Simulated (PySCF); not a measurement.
**Does the structure fit the spectrum?**

A compound C$_{11}$H$_{10}$ gives the data below (simulated from a calculation) and was assigned the structure `C1=CCc2ccccc2C=C1`.

13C{1H} NMR (computed): δ 165.3 (C, 2C), 158.1 (CH, 2C), 133.9 (CH, 2C), 130.5 (CH, 2C), 69.0 (CH2), 47.0 (CH, 2C).

1H NMR (400 MHz, computed): δ 7.44 (m, 2H), 7.19 (m, 2H), 7.13 (m, 2H), 3.55 (m, 2H), 2.16 (dt, J = 7.6, 1.8 Hz, 1H), 2.01 (dt, J = 7.6, 1.8 Hz, 1H).

Computational details: geometry from PBE0-D3(BJ)/def2-SVP, J: B3LYP/pcJ-1 (without the spin–dipole term), HF/pcSseg-2 with gauge-including orbitals, in PySCF 2.14.0 with density-fitted response routines (relativity neglected, averaged over atoms made equivalent by symmetry, fast rotation or ring inversion, no solvent, one computed conformer).

δ = σ(ref) − σ, references computed at the same level: 1H (σ = 31.68 ppm), 13C (σ = 191.47 ppm) vs TMS.

(1) Compare with the shifts computed for the proposed structure, pairing carbons in order of shift.

(2) Which isomer fits?

Results:

(1) Structure with atom numbers: `[CH:1]1=[CH:2][CH2:3][c:4]2[cH:5][cH:6][cH:7][cH:8][c:9]2[CH:10]=[CH:11]1` (H(Xn): hydrogen on atom n).

```csv
atom,computed for proposal,given list,difference
C4,148.3,165.3,-17.0
C9,145.7,165.3,-19.6
C10,143.9,158.1,-14.2
C6,139.3,158.1,-18.8
C8,139.0,133.9,+5.1
C2,138.9,133.9,+5.0
C11,137.6,130.5,+7.1
C5,135.5,130.5,+5.0
C1,134.1,69.0,+65.1
C7,133.9,47.0,+86.9
C3,33.2,47.0,-13.8
```

The rms difference is 34.8 ppm and the largest +86.9 ppm at C7 (aromatic CH). The proposal also would give 11 carbon signals, not 6. The carbon types in order of shift don't match either: C, C, CH, CH, CH, CH, CH, CH, CH, CH, CH2 for the proposal against C, C, CH, CH, CH, CH, CH, CH, CH2, CH, CH in the data. The proposal doesn't fit.

(2) `C1=C[C@H]2C[C@@H]1c1ccccc12`.

- Carbon types of the structure: 2 × C, 8 × CH, 1 × CH2, which accounts for all hydrogens.
- δC 165.3: substituted aromatic carbon.
- δC 158.1: alkene CH; an sp2 carbon of a C=C bond.
- δC 133.9, 130.5: aromatic CH; the aromatic region.
- δC 69.0: sp3 CH2 in a ring.
- The protons at 2.01 and 2.16 share a coupling of 7.6 Hz (geminal).

The data come from this structure; uniqueness wasn't tested. Such data don't tell enantiomers apart.

Splittings below 1 Hz are ignored in the labels, and close J values are merged. Couplings among chemically equivalent protons are left out too, so labels in AA′BB′ or AA′XX′ sets are apparent multiplicities. Unscaled 3J(H,H) at this level run about 10 % above measured values. Shifts are as computed, not scaled to solution data. Of 1328 compounds with measured shifts, 309 miss one by over three times the rms of a fit or turn the order of signals round; such compounds aren't used in these exercises. Signals without a measured value on file couldn't be tested in this way.
